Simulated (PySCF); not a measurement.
Screening by computed properties: pick the candidate that meets the target.

All species are isolated and taken at one optimised geometry, non-relativistic unless stated. Electronic properties by PySCF.

Dipoles, sizes and rotational constants follow the conformer. The torsions of the flexible species, by atom-mapped SMILES:
- `[F:1][C:2]([F:3])([F:4])[C:5]([F:6])([F:7])/[CH:8]=[N:9]\[SiH3:10]`: F1–C2–C5–F6 177°, C2–C5–C8–N9 88°
- `[CH:1]#[C:2][C:3](=[CH2:4])[O:5]/[CH:6]=[C:7](/[F:8])[Br:9]`: C2–C3–O5–C6 1°, C3–O5–C6–C7 180°

(1) Wanted: electronic spatial extent ⟨r²⟩ about the centre of nuclear charge above 1000 bohr² (CAM-B3LYP/def2-SVPD) and HOMO energy above -8.5 eV (CAM-B3LYP/def2-SVPD), at PBE0-D3(BJ)/def2-SVP geometries. Which candidate meets both?
A. `C#CC(=C)O/C=C(/F)Br`
B. `C=[N+](C)C`
C. `FC(F)(F)C(F)(F)/C=N\[SiH3]`
D. `C#CC1C=CC=C1`

(2) Wanted: HOMO–LUMO gap below 8 eV (CAM-B3LYP/def2-SVPD) and static isotropic polarisability above 76 au (CAM-B3LYP/def2-SVPD), at PBE0-D3(BJ)/def2-SVP geometries. Which candidate meets both?
A. `C#CC1C=CC=C1`
B. `C=[N+](C)C`
C. `FC(F)(F)C(F)(F)/C=N\[SiH3]`
D. `C#CC(=C)O/C=C(/F)Br`

Answers

(1) A. Computed values:
| species | electronic spatial extent ⟨r²⟩ about the centre of nuclear charge | HOMO energy |
| --- | --- | --- |
| C=[N+](C)C | 291 bohr² | -16.61 eV |
| C#CC1C=CC=C1 | 716 bohr² | -7.87 eV |
| FC(F)(F)C(F)(F)/C=N\[SiH3] | 1588 bohr² | -9.19 eV |
| C#CC(=C)O/C=C(/F)Br | 2217 bohr² | -7.73 eV |

(2) D. Computed values:
```
                   species  HOMO–LUMO gap  static isotropic polarisability
       C#CC(=C)O/C=C(/F)Br        7.56 eV                         102.8 au
              C#CC1C=CC=C1        8.12 eV                          76.4 au
FC(F)(F)C(F)(F)/C=N\[SiH3]        8.39 eV                          74.9 au
                C=[N+](C)C       10.48 eV                          41.1 au
```
